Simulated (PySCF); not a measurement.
Ag(F) cation (AgF), SMILES [F][Ag] (connectivity only; charge and spin as stated), charge +1, multiplicity 2.

Coordinates come from a B3LYP-D3(BJ)/def2-TZVPD optimisation. The multiplicity is an assumed one; other spin states were not compared. The def2 effective core potentials stand for the cores of Ag; spin–orbit coupling is left out.

All values below come from B3LYP-D3(BJ)/def2-TZVPD (PySCF).

Frequencies are harmonic and unscaled.

| mode | ν (cm⁻¹) | IR (km/mol) | moving atoms (share of kinetic energy) |
|---|---|---|---|
| 1 | 397 | 7.0 | F 85 %, Ag 15 % |
